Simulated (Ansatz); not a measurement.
Calculated with Ansatz (gas phase, PBE0-D4/def2-TZVP geometries, no zero-point term in ΔE). CCSD(T)/CBS is the MP2 limit (def2-TZVPP, def2-QZVPP) plus CCSD(T) − MP2 in def2-TZVPP, frozen cores. This one scheme is used for every species, atoms too. Functionals use def2-TZVPP. B3LYP here is the variant with VWN-RPA as its local correlation; programs differ in this. HSE06 is defined as in plane-wave codes. No spin–orbit coupling; open shells (•) take unrestricted orbitals. Spin–orbit coupling would lower the free atoms: a little for Al, C, F, O. One conformer a species, not always the lowest.

`[OH][AlH][O]CF` → Al• + C• + F• + 4 H• + 2 O•  (atomization)

Q: What is ΔE at CCSD(T)/CBS? (An estimate is asked.)

A: The calculation gave: +35.53 eV.

Q: What do these levels give: r2SCAN-D4, PBE0-D4, B3LYP-D4, HSE06-D4, BHLYP-D4, CAM-B3LYP-D4, B2PLYP, LC-ωPBE, MP2/def2-SVP, CCSD(T)/def2-SVP, MP2/def2-TZVPP, MP2/def2-QZVPP? (An estimate is asked.)

A: Computed: r2SCAN-D4 35.49, PBE0-D4 35.02, B3LYP-D4 35.20, HSE06-D4 35.04, BHLYP-D4 33.81, CAM-B3LYP-D4 35.58, B2PLYP 35.02, LC-ωPBE 35.32, MP2/def2-SVP 34.13, CCSD(T)/def2-SVP 33.23, MP2/def2-TZVPP 35.57, MP2/def2-QZVPP 36.19 eV.

Largest T1 diagnostic among the species: 0.018.

From PBE to PBE0 (25 % exact exchange), in def2-TZVPP and without D4, ΔE moves by −0.96 eV: exact exchange takes away binding that semilocal exchange gives to molecules. At CCSD(T), def2-SVP lies −2.29 eV from the extrapolated value and def2-TZVPP −1.04 eV: correlation converges slowly with the basis, and small sets miss more of it in the bonded molecule than in its fragments. In def2-TZVPP, CCSD(T) changes the Hartree–Fock value by +9.47 eV (the triples alone add +0.57 eV) and MP2 by +10.55 eV; breaking electron pairs costs correlation energy, which Hartree–Fock lacks.

For atomizations the MP2-based limit and the directly extrapolated one differ by several kJ/mol either way, and by 10 to 25 for some Ge, Se and Sn compounds, so smaller differences from it don't rank the levels.
